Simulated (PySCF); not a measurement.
A structure optimised at PBE-D3(BJ)/def2-SVP, used in a PySCF frequency run:

```xyz
10

C      2.3425    -1.5697     0.2072
C      1.3209    -0.9561    -0.0923
Si    -0.2228    -0.0703    -0.5445
C     -1.7200    -1.1311    -0.1678
Cl    -0.3268     1.6921     0.5724
H      3.2448    -2.1063     0.4720
H     -0.1534     0.3192    -1.9904
H     -2.6532    -0.5905    -0.4227
H     -1.7445    -1.3923     0.9086
H     -1.6795    -2.0696    -0.7575
```
Charge 0, spin multiplicity 1.

Problem. Write its SMILES and formula.

Solution. C#C[Si@@H](C)Cl, C3H5ClSi

Problem. What are its rotational constants (standard atomic weights)?

Solution. 3.9311, 2.1653, 1.5318 GHz
